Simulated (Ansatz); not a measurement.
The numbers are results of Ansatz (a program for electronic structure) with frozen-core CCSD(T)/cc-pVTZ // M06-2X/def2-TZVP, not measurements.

Ansatz 0.2 input:
```yaml
crystal:
  periodic: [false, false, false]
  atoms:
    - { symbol: F, position_ang: [-0.000296, 0.053126, 0.0] }
    - { symbol: H, position_ang: [1.285619, -0.283901, -0.000006] }
    - { symbol: H, position_ang: [-1.285316, -0.287246, 0.000006] }
basis:
  gaussian: { orbitals: cc-pVTZ }
correlation:
  method: ccsd_t
total_charge: 2
magnetization:
  spin_polarized: true
  initial_magnetization: 1
```

Output:

```
Functional definition: HF
347 factors; integrals over basis functions are off by at most 9.4e-4 eV
mean field evaluation 1: about -2695.7132 eV, gradient 5.2e1 eV
mean field evaluation 2: about -2695.7137 eV, gradient 5.2e1 eV
mean field evaluation 4: about -2702.0141 eV, gradient 1.2e0 eV
mean field evaluation 8: about -2702.0214 eV, gradient 2.9e-4 eV
mean field evaluation 16: about -2702.0203 eV, gradient 3.5e-1 eV
mean field evaluation 32: about -2701.9520 eV, gradient 5.9e0 eV
mean field evaluation 64: about -2701.8025 eV, gradient 1.4e-2 eV
mean field -2702.02142378 eV, -99.2974558281 hartree, gradient 1.7e-6 eV, S^2 0.756925; 6 other end points of the search recorded, 0 dependent functions left out
determinant -2702.02142378 eV, -99.2974558281 hartree, with singles and doubles -2707.95036035 eV, -99.5153402282 hartree
determinant -2701.80252941 eV, -99.2894116081 hartree, with singles and doubles -2707.71642810 eV, -99.5067433766 hartree
determinant -2702.02142378 eV, -99.2974558281 hartree, with singles and doubles -2707.95971922 eV, -99.5156841601 hartree
determinant -2701.80252941 eV, -99.2894116081 hartree, with singles and doubles -2707.72691484 eV, -99.5071287572 hartree
1 core orbitals not correlated
reference -2702.02142378 eV, -99.2974558281 hartree; 4, 3 occupied and 53, 54 virtual orbitals, 347 factors
second order -5.62245565 eV of doubles, -0.00000000 eV of singles
cycle   1  -5.93829567 eV  change   -2.4e-7 eV  update   1.1e-6
perturbative correction -0.12353325 eV, -0.0045397631 hartree
Total energy: -2708.08325270 eV, -99.5202239319 hartree
```

Cost: about 3 core-seconds (a rough figure).
